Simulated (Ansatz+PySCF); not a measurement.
singlet H4: levels of theory in one basis

```xyz
4

H     0.0000    0.0000    0.0000
H     0.0000    0.0000    2.5000
H     0.0000    0.0000    5.0000
H     0.0000    0.0000    7.5000
```

Basis set: cc-pVDZ (spherical functions). All electrons are correlated. Charge 0, multiplicity 1.

Computed with Ansatz (development build ahead of 0.2.0); each method stands on the lowest determinant of its kind that the runs found. NEVPT2 correlates all electrons. Active spaces start from the frontier orbitals, and the lowest solution found is given.

| method | E − E(RHF) (eV) | <S²> of the determinant |
| --- | --- | --- |
| RHF | 0.00 | 0.00 |
| UHF | -7.23 | 1.93 |
| RHF-MP2 | -3.78 | – |
| UHF-MP2 | -7.25 | 1.93 |
| RHF-CCSD(T) | -7.97 | – |
| UHF-CCSD(T) | -7.38 | 1.93 |
| RHF-CCSDT(Q) | -7.36 | – |
| UHF-CCSDT(Q) | -7.39 | 1.93 |
| full CI (lowest root of this spin) | -7.42 | – |
| CASSCF(4,4) | -7.39 | – |
| CASSCF(2,2) | -3.53 | – |
| SC-NEVPT2(4,4) | -7.41 | – |
| SC-NEVPT2(2,2) | -5.37 | – |

What does RHF-CCSD give on the same scale?

-7.83 eV.

At such a shape the full CI root can have another spatial symmetry than the determinants, so the rows needn't describe one state.

Is a single determinant a sound starting point here?

It is doubtful. Unrestricted orbitals lower Hartree–Fock by 7.23 eV and <S²> is 1.93 where a pure state has 0.00, a sign of strong static correlation. The CASSCF(4,4) natural occupations are 1.35, 1.23, 0.77, 0.65. The CASSCF(2,2) natural occupations are 1.06, 0.94.

Caution for RHF, RHF-MP2, RHF-CCSD, RHF-CCSD(T), RHF-CCSDT(Q): an unrestricted determinant lies well below. Caution for UHF, UHF-MP2, UHF-CCSD(T), UHF-CCSDT(Q): the unrestricted determinant is a mixture of spin states; the determinant breaks the point group. Caution for RHF-MP2, UHF-MP2, RHF-CCSD, UHF-CCSD(T), RHF-CCSDT(Q), UHF-CCSDT(Q): large amplitudes, a single reference is doubtful. Caution for RHF-CCSD(T): very large amplitudes, the method is breaking down; the program doubts this total. Caution for RHF-CCSDT(Q): the amplitudes may be one of several solutions.
